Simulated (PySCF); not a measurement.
**Working out the ionisation energy of Cu(2+)**

Cu(2+) [Ar] 3d9 (2D) → Cu(3+) [Ar] 3d8 (3F). Computed with PySCF 2.14 in x2c-SVPall (5s3p3d1f, 36 functions), with the spin-free X2C one-electron Hamiltonian (Gaussian nucleus). Frozen: [Ar]. Energies in hartree (1 hartree = 27.21139 eV):

```tsv
part	Cu(2+) (lower)	Cu(3+) (upper)
UHF	-1651.960269	-1650.686061
MP2 opposite-spin	-0.103149	-0.060028
MP2 same-spin	-0.064669	-0.040559
```

Q: What does Hartree-Fock give?

A: (-1650.686061) − (-1651.960269) = 1.274208 hartree = 34.673 eV.

Q: What do MP2 and SCS-MP2 (6/5 opposite-spin, 1/3 same-spin) give?

A: The opposite-spin parts differ by 1.173 eV and the same-spin parts by 0.656 eV. MP2: 34.673 + (1.173) + (0.656) = 36.502 eV. SCS-MP2: 34.673 + 1.2 × (1.173) + (0.656)/3 = 36.299 eV.

Reference: 36.841 ± 0.012 eV (measured; NIST Atomic Spectra Database, ionization energies), between the lowest levels; spin-orbit coupling is absent from the calculation.

A double-zeta basis recovers only part of the correlation energy.

What remains against the reference includes basis incompleteness, the frozen core and correlation beyond second order.
